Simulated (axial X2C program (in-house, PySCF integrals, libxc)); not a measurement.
Nuclear properties of SiAs

Calculated with an in-house all-electron X2C program for linear molecules (integrals from PySCF): two-component X2C with atomic mean-field Coulomb and Gaunt terms, Gaussian nuclei, basis As dyall-cv3z, Si dyall-v3z with contracted cores.

R = 2.175 Å (near the PBE0 minimum at charge 0 of the determinant lowest at the starting distance; the state shown can have its own minimum elsewhere).

Input and command:
```json
{"zs": [33, 14], "q": 0, "bas": ["dyall-cv3z", "dyall-v3z"], "r0": 2.37, "levels": ["PBE0", "HF", "BP86", "PBE50", "B3LYP"], "nst": 3}
```
```bash
python soeom.py task.json out
```

Keys: zs atomic numbers; q charge; bas basis sets; r0 starting distance in Å; levels methods; nst determinants followed.

Determinant lowest in the PBE0 search, Ω = 3/2 (⟨Sz⟩ = 0.50, ⟨Lz⟩ = 1.00 at PBE0), spin on the atoms As 0.37, Si 0.13:

```csv
level,Eeff magnitude (GV/cm),Ws magnitude As (kHz),A∥/gI As (MHz),qzz As (a.u.),A∥/gI Si (MHz),qzz Si (a.u.),μ (D)
PBE0,0.121,0.0244,178,-3.67,43.8,-1.73,0.59
HF,0.456,0.112,-39.8,-3.75,101,-1.84,0.67
BP86,0.103,0.0203,204,-3.68,44.5,-1.65,0.47
PBE50,0.15,0.0317,158,-3.65,46.5,-1.82,0.77
B3LYP,0.0964,0.0177,203,-3.68,45.7,-1.76,0.64
```

Determinant 0.09 eV from it at PBE0 and this distance, Ω = 1/2 (⟨Sz⟩ = -0.46, ⟨Lz⟩ = 0.96 at PBE0), spin on the atoms As -0.38, Si -0.08:

```
level  Eeff magnitude (GV/cm)  Ws magnitude As (kHz)  A∥/gI As (MHz)  qzz As (a.u.)  A∥/gI Si (MHz)  qzz Si (a.u.)  μ (D)
 PBE0                   0.266                  0.232            1070          -3.63             230          -1.66   0.58
   HF                   0.611                  0.337             515          -2.81             485          -1.33   0.68
 BP86                    0.27                  0.222             970          -3.39             253          -1.52   0.50
PBE50                   0.317                  0.274            1030          -3.62             231          -1.75   0.73
B3LYP                   0.326                  0.277            1030          -3.58             231          -1.67   0.64
```

Eeff is the effective electric field on the electron electric dipole moment in this Ω state and Ws the scalar–pseudoscalar constant of the nucleus named (defined with the proton number Z and per Ω); A∥ (defined per Ω) follows by multiplying with gI = μI/(I μN); qzz is the electric field gradient, eQq0 = 234.96 MHz × Q/barn × qzz; μ is positive if the Si end (last atom) is positive. The operators were transformed with the bare-nucleus X2C matrices; with these basis sets, hyperfine constants and field gradients can be off by tens of per cent, and where levels differ in sign neither size nor sign is settled.

Q: With Q(75As) = 0.311 barn (Q from Pyykkö, Mol. Phys. 2018), turn the PBE0 values of the first state into constants in MHz.

A: eQq0(75As) = 234.96 × (0.311) × (-3.67) = -268 MHz.

Each state is one determinant with collinear spin. Unrestricted Hartree–Fock can overshoot spin polarisation at the nuclei. Where Eeff spreads by more than a factor of two the levels disagree and none is to be relied on. At HF a later determinant lies lower. The search compared states at one distance, so a state with another bond length can lie lower. Further determinants of the search, some of them spin-mixed, are not shown. Where a field gradient or hyperfine factor spreads by more than a factor of two over the levels, a constant derived from it is not to be relied on. PBE0 term energies can be off by some tenths of an eV.
